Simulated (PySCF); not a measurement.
C₃H₆O, charge -1, doublet, at a GFN2-xTB geometry (a state made from the parent by changing its charge; the spin is typed, not shown lowest) (in this run its highest filled SCF level lies above zero, so its values depend strongly on the basis, on diffuse functions most of all); CCSD/STO-3G in PySCF.

Input for PySCF:
```python
from pyscf import gto, scf, cc

mol = gto.M(
    atom='''
C    -1.23000776   -0.01815569   -0.70402132
C    -0.02294410    0.16394531    0.20501992
C     1.28866707    0.16312758   -0.56711666
O    -0.05904402   -0.27027316    1.44413418
H    -1.22558377   -0.97844920   -1.26463982
H    -1.27877931    0.78009714   -1.45933864
H    -2.14688240    0.00862961   -0.11403996
H     2.12329948    0.31597875    0.11806931
H     1.48188848   -0.78357711   -1.11747293
H     1.30411841    0.96600290   -1.31894310
''',
    basis='sto-3g',
    charge=-1,
    spin=1,
    verbose=4,
)

mf = scf.UHF(mol)
mf.kernel()

mycc = cc.CCSD(mf)
mycc.kernel()
print('E(CCSD) = %.10f' % mycc.e_tot)
mf.analyze()
```

It wrote (shortened):

```
PySCF version 2.14.0

[INPUT] verbose = 4
[INPUT] num. atoms = 10
[INPUT] num. electrons = 33
[INPUT] charge = -1
[INPUT] spin (= nelec alpha-beta = 2S) = 1
[INPUT] symmetry False subgroup None
[INPUT] Mole.unit = angstrom
[INPUT] Symbol           X                Y                Z      unit          X                Y                Z       unit  Magmom
[...]
nuclear repulsion = 116.711090269568
number of shells = 18
number of NR pGTOs = 78
number of NR cGTOs = 26
basis = sto-3g
ecp = {}

******** <class 'pyscf.scf.uhf.UHF'> ********
method = UHF
initial guess = minao
damping factor = 0
level_shift factor = 0
DIIS = <class 'pyscf.scf.diis.CDIIS'>
diis_start_cycle = 1
diis_space = 8
diis_damp = 0
SCF conv_tol = 1e-09
SCF conv_tol_grad = None
SCF max_cycles = 50
direct_scf = True
direct_scf_tol = 1e-13
number electrons alpha = 17  beta = 16
Set gradient conv threshold to 3.16228e-05
init E= -189.765446574048

cycle= 1 E= -189.135460274521  delta_E= 0.63  |g|= 0.412  |ddm|= 2.72
cycle= 2 E= -189.282265163659  delta_E= -0.147  |g|= 0.169  |ddm|= 0.857
cycle= 3 E= -189.300873076819  delta_E= -0.0186  |g|= 0.0448  |ddm|= 0.264
cycle= 4 E= -189.305230443682  delta_E= -0.00436  |g|= 0.0294  |ddm|= 0.115
cycle= 5 E= -189.307924372943  delta_E= -0.00269  |g|= 0.0206  |ddm|= 0.104
cycle= 6 E= -189.31024852076  delta_E= -0.00232  |g|= 0.007  |ddm|= 0.163
cycle= 7 E= -189.310475637471  delta_E= -0.000227  |g|= 0.00232  |ddm|= 0.0552
cycle= 8 E= -189.310488943807  delta_E= -1.33e-05  |g|= 0.000881  |ddm|= 0.0103
cycle= 9 E= -189.31049089972  delta_E= -1.96e-06  |g|= 0.000342  |ddm|= 0.00382
cycle= 10 E= -189.310491194297  delta_E= -2.95e-07  |g|= 0.000166  |ddm|= 0.00135
cycle= 11 E= -189.31049127868  delta_E= -8.44e-08  |g|= 3.64e-05  |ddm|= 0.000979
cycle= 12 E= -189.310491281471  delta_E= -2.79e-09  |g|= 1.51e-05  |ddm|= 0.000153
cycle= 13 E= -189.310491282081  delta_E= -6.09e-10  |g|= 5.85e-06  |ddm|= 8.56e-05
Extra cycle  E= -189.310491282133  delta_E= -5.27e-11  |g|= 3.75e-06  |ddm|= 1.11e-05
converged SCF energy = -189.310491282133  <S^2> = 0.7544505  2S+1 = 2.0044456

******** <class 'pyscf.cc.uccsd.UCCSD'> ********
CC2 = 0
CCSD nocc = (np.int64(17), np.int64(16)), nmo = (26, 26)
max_cycle = 50
direct = 0
conv_tol = 1e-07
conv_tol_normt = 1e-06
diis_space = 6
diis_start_cycle = 0
diis_start_energy_diff = 1e+09
Init t2, MP2 energy = -0.173279910752886
Init E_corr(UCCSD) = -0.173279910767601
cycle = 1  E_corr(UCCSD) = -0.208958969645768  dE = -0.0356790589  norm(t1,t2) = 0.0790019
cycle = 2  E_corr(UCCSD) = -0.220975983874552  dE = -0.0120170142  norm(t1,t2) = 0.034314
cycle = 3  E_corr(UCCSD) = -0.229098637578748  dE = -0.0081226537  norm(t1,t2) = 0.0189307
cycle = 4  E_corr(UCCSD) = -0.22940258507889  dE = -0.0003039475  norm(t1,t2) = 0.00599616
cycle = 5  E_corr(UCCSD) = -0.22909182491508  dE = 0.000310760164  norm(t1,t2) = 0.002715
cycle = 6  E_corr(UCCSD) = -0.229103369640998  dE = -1.15447259e-05  norm(t1,t2) = 0.000638309
cycle = 7  E_corr(UCCSD) = -0.229105730739762  dE = -2.36109876e-06  norm(t1,t2) = 0.000248211
cycle = 8  E_corr(UCCSD) = -0.229103687333532  dE = 2.04340623e-06  norm(t1,t2) = 8.55082e-05
cycle = 9  E_corr(UCCSD) = -0.229103786700687  dE = -9.93671549e-08  norm(t1,t2) = 3.73558e-05
cycle = 10  E_corr(UCCSD) = -0.229104000139418  dE = -2.13438731e-07  norm(t1,t2) = 1.22226e-05
cycle = 11  E_corr(UCCSD) = -0.229103981039302  dE = 1.91001156e-08  norm(t1,t2) = 4.42388e-06
cycle = 12  E_corr(UCCSD) = -0.22910386990735  dE = 1.11131953e-07  norm(t1,t2) = 1.78873e-06
cycle = 13  E_corr(UCCSD) = -0.229103762602035  dE = 1.07305315e-07  norm(t1,t2) = 9.69205e-07
cycle = 14  E_corr(UCCSD) = -0.229103731910097  dE = 3.06919375e-08  norm(t1,t2) = 4.58997e-07
UCCSD converged
E(UCCSD) = -189.5395950140434  E_corr = -0.2291037319100972
E(CCSD) = -189.5395950140
**** SCF Summaries ****
Total Energy =                        -189.310491282133341
Nuclear Repulsion Energy =             116.711090269567649
One-electron Energy =                 -500.225971781339808
Two-electron Energy =                  194.204390229638818
Two-electron Coulomb Energy =          220.767007322246883
DFT Exchange-Correlation Energy =      -26.562617092608065
**** MO energy ****
                             alpha | beta                alpha | beta
[...]
To work with the spin densities directly, `use mulliken_meta_spin()` only printing them here.

 ** Mulliken spin pop alpha/beta on meta-lowdin orthogonal AOs **
 ** Mulliken Spin Density (per AO)  **
spin_pop of  0 C 1s        0.00000
spin_pop of  0 C 2s       -0.00490
spin_pop of  0 C 2px      -0.00598
spin_pop of  0 C 2py      -0.00949
spin_pop of  0 C 2pz      -0.00778
spin_pop of  1 C 1s       -0.00001
spin_pop of  1 C 2s        0.04338
spin_pop of  1 C 2px       0.01256
spin_pop of  1 C 2py       0.28580
spin_pop of  1 C 2pz      -0.00837
spin_pop of  2 C 1s        0.00000
spin_pop of  2 C 2s       -0.00490
spin_pop of  2 C 2px      -0.00884
spin_pop of  2 C 2py      -0.00771
spin_pop of  2 C 2pz      -0.00670
spin_pop of  3 O 1s       -0.00000
spin_pop of  3 O 2s        0.01416
spin_pop of  3 O 2px       0.00833
spin_pop of  3 O 2py       0.59546
spin_pop of  3 O 2pz       0.04365
spin_pop of  4 H 1s        0.02192
spin_pop of  5 H 1s        0.00645
spin_pop of  6 H 1s        0.00230
spin_pop of  7 H 1s        0.00230
spin_pop of  8 H 1s        0.02192
spin_pop of  9 H 1s        0.00645
 ** Mulliken Spin Density (per atom)  **
spin density of  0 C =     -0.02815
spin density of  1 C =      0.33336
spin density of  2 C =     -0.02815
spin density of  3 O =      0.66160
spin density of  4 H =      0.02192
spin density of  5 H =      0.00645
spin density of  6 H =      0.00230
spin density of  7 H =      0.00230
spin density of  8 H =      0.02192
spin density of  9 H =      0.00645
 ** Mulliken pop alpha/beta on meta-lowdin orthogonal AOs **
 ** Mulliken pop       alpha | beta **
[...]
In total            17.00000 | 16.00000
 ** Mulliken atomic charges   ( Nelec_alpha | Nelec_beta ) **
charge of  0C =     -0.11323  (     3.04254      3.07069 )
charge of  1C =     -0.23305  (     3.28321      2.94985 )
charge of  2C =     -0.11323  (     3.04254      3.07069 )
charge of  3O =     -0.37583  (     4.51872      3.85712 )
charge of  4H =     -0.04141  (     0.53166      0.50975 )
charge of  5H =     -0.02786  (     0.51716      0.51070 )
charge of  6H =     -0.01306  (     0.50768      0.50538 )
charge of  7H =     -0.01306  (     0.50768      0.50538 )
charge of  8H =     -0.04141  (     0.53166      0.50975 )
charge of  9H =     -0.02786  (     0.51716      0.51070 )

WARN: System has nonzero charge -1; the dipole moment is origin-dependent.
Location of origin: [0. 0. 0.]

Dipole moment(X, Y, Z, Debye):  0.12492, -0.06311, -2.21457
```
